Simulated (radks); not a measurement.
Numerical settings for the sulfur ion S+, [Ne] 3s2 3p3. Calculated with a radial shooting solver on a logarithmic mesh with Libxc functionals: scalar-relativistic Kohn-Sham, PBE, spin-polarised, spherical densities, point nucleus; open shells are filled with parallel spins first. The defaults (mesh step 0.008 in ln r, mesh end at 40 bohr or more with all orbitals vanishing there, Anderson mixing 0.5 over 9 steps, residual threshold near 1e-9 with the energy settled to 1e-9 hartree or 1e-11 of itself, here a cap of 63 iterations) give E = -398.7012 hartree and 3p at -17.909 eV in 13 iterations. Run on one thread of a shared host, so times are rough (Intel(R) Xeon(R) Platinum 8488C): 0.2 s of CPU time, 0.2 s wall, 13 iterations on 2476 mesh points. Changes against that run (0 stands for a change within the tolerance of the run):

mesh step in ln r 0.02: iterations 13; converged yes; E (mhartree) 0; e(3p) (meV) 0; CPU (s) 0.09
mesh step in ln r 0.012: iterations 13; converged yes; E (mhartree) 0; e(3p) (meV) 0; CPU (s) 0.12
mesh step in ln r 0.08: iterations 63; converged no; E (mhartree) -1.53e+03; e(3p) (meV) -1.11e+04; CPU (s) 0.18
mesh end (bohr) 1: iterations 13; converged level above zero; E (mhartree) +7.04e+04; e(3p) (meV) +4.2e+05; CPU (s) 0.1
mesh end (bohr) 2: iterations 14; converged level above zero; E (mhartree) +5.24e+03; e(3p) (meV) +4.66e+04; CPU (s) 0.14
residual threshold 1e-16: iterations 63; converged no; E (mhartree) 0; e(3p) (meV) 0; CPU (s) 0.36
residual threshold 1e-13: iterations 23; converged yes; E (mhartree) 0; e(3p) (meV) 0; CPU (s) 0.19
mixing 1: iterations 10; converged yes; E (mhartree) 0; e(3p) (meV) 0; CPU (s) 0.11
linear mixing, mixing 0.8: iterations 17; converged yes; E (mhartree) 0; e(3p) (meV) 0; CPU (s) 0.17
linear mixing, mixing 0.5: iterations 30; converged yes; E (mhartree) 0; e(3p) (meV) 0; CPU (s) 0.34
mixing history 3: iterations 15; converged yes; E (mhartree) 0; e(3p) (meV) 0; CPU (s) 0.21
iteration cap 8: iterations 8; converged no; E (mhartree) 0; e(3p) (meV) +0.168; CPU (s) 0.13

Settled on a wrong energy, with an occupied level pushed above zero by the early mesh end: mesh end (bohr) 1 (+70.4 hartree); mesh end (bohr) 2 (+5.24 hartree). Apart from these: no run marked as converged misses the energy by more than 1 mhartree. A mesh that ends early acts as a hard wall.
